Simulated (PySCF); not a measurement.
From one molecule to another.

First species: 1,2-dimethylimidazole, C5H8N2.
Geometry (GFN2-xTB, Å), atoms numbered from 1 in this order:
```xyz
15
C5H8N2 angstrom
C     -1.8067   -0.7466   -0.1550
C     -0.3303   -0.7585   -0.0148
N      0.4191   -1.8256    0.0842
C      1.6978   -1.3796    0.1962
C      1.7197   -0.0173    0.1636
N      0.4168    0.3793    0.0279
C     -0.0631    1.7279   -0.0520
H     -2.1032   -0.2571   -1.0828
H     -2.2687   -0.2132    0.6758
H     -2.1649   -1.7709   -0.1627
H      2.5145   -2.0661    0.2923
H      2.5237    0.6876    0.2235
H     -0.5877    1.8944   -0.9960
H     -0.7520    1.9405    0.7690
H      0.7806    2.4132    0.0089
```

Second species: 4-methylspiro(2.4)hepta-4,6-diene, C8H10.
Z-matrix (Å and degrees, GFN2-xTB geometry), rows numbered from 1:
```
C 
C   1  1.4874
C   2  1.3480  1  128.04
C   3  1.4441  2  109.74  1  -179.95
C   4  1.3432  3  109.11  2    -0.03
C   5  1.4716  4  108.59  3     0.01
C   6  1.5172  2  122.97  1    35.46
C   7  1.4807  6   60.79  2  -111.25
H   1  1.0873  2  110.17  3     0.03
H   1  1.0908  2  110.89  3  -120.15
H   1  1.0908  2  110.89  3   120.17
H   3  1.0756  2  126.18  1     0.01
H   4  1.0754  3  124.08  2   179.98
H   5  1.0741  4  128.03  3  -179.95
H   7  1.0791  6  116.80  8  -109.60
H   7  1.0790  6  117.18  8   109.63
H   8  1.0791  6  116.81  7   109.61
H   8  1.0789  6  117.19  7  -109.62
```

Levels: PBE0/def2-SVPD for dipole moment, HOMO energy, LUMO energy, HOMO–LUMO gap, static isotropic polarisability and electronic spatial extent ⟨r²⟩ about the centre of nuclear charge; TDDFT PBE0/def2-SVPD for lowest singlet excitation; TDA PBE0/def2-SVPD for lowest triplet excitation (Tamm–Dancoff); GFN2-xTB for rotational constant A and rotational constant C. Geometries: GFN2-xTB. Each structure is a single optimised conformer of the isolated species, non-relativistic unless stated. Electronic properties by PySCF.

```tsv
property	column X	column Y
dipole moment	1.18 D	4.00 D
HOMO energy	-5.90 eV	-6.28 eV
LUMO energy	-0.45 eV	0.47 eV
HOMO–LUMO gap	5.45 eV	6.75 eV
lowest singlet excitation	4.70 eV	5.72 eV
lowest triplet excitation (Tamm–Dancoff)	2.93 eV	4.49 eV
static isotropic polarisability	89.2 au	70.9 au
electronic spatial extent ⟨r²⟩ about the centre of nuclear charge	877 bohr²	684 bohr²
rotational constant A	2.940 GHz	3.966 GHz
rotational constant C	1.501 GHz	1.863 GHz
```

(1) Which column belongs to which species?

(2) How does each property change from the first species to the second?

Answers

(1) Column X is the second species and column Y the first. The first has 15 atoms and 52 electrons, the second 18 and 58.

(2) dipole moment -2.82 D; HOMO energy +0.38 eV; LUMO energy -0.92 eV; HOMO–LUMO gap -1.30 eV; lowest singlet excitation -1.02 eV; lowest triplet excitation (Tamm–Dancoff) -1.56 eV; static isotropic polarisability +18.3 au; electronic spatial extent ⟨r²⟩ about the centre of nuclear charge +193 bohr²; rotational constant A -1.026 GHz; rotational constant C -0.362 GHz.

On the first: The polarisability is 10.51 Å³ as a volume (1 au = 0.148185 Å³), or 1.36 au for each of the 52 electrons. In atomic units the dipole is 1.57 e·bohr (1 au = 2.5417 D).

On the second: A dipole of 1.18 D is allowed in Cs, and pure rotational transitions are dipole-allowed. The principal polarisabilities are 66.1, 94.0 and 107.4 au; their mean is the isotropic value.
